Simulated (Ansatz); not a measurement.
A run of Ansatz (development build ahead of 0.2.0) on singlet ScF3 at this shape:

```
atom    x (Å)    y (Å)    z (Å)
  Sc  -0.0411   0.0284   0.0023
   F   1.7847   0.0285  -0.0169
   F  -0.9022   1.6266  -0.0077
   F  -0.9060  -1.5912  -0.0480
```

Its results:

```yaml
Converged: yes
Reference_energy: -1046.58158 hartree
Correlation_energy: -0.14649 hartree
Total_energy: -1046.72807 hartree
Spin_squared_of_the_determinant: 0.000
```

Task: Which input gives this output? Name the method, the orbitals and the basis set, and write the input.

Result: RHF-MP2 in STO-3G. An unrestricted run that stays on the closed shell gives the same numbers.

```yaml
crystal:
  periodic: [false, false, false]
  atoms:
    - { symbol: Sc, position_ang: [-0.0411, 0.02838, 0.00234] }
    - { symbol: F, position_ang: [1.78468, 0.02846, -0.01694] }
    - { symbol: F, position_ang: [-0.90216, 1.62661, -0.0077] }
    - { symbol: F, position_ang: [-0.90604, -1.5912, -0.04797] }
basis:
  gaussian: { orbitals: STO-3G }
hamiltonian:
  xc: hf
correlation:
  method: mp2
  frozen_orbitals: { F: 1, Sc: 5 }
```
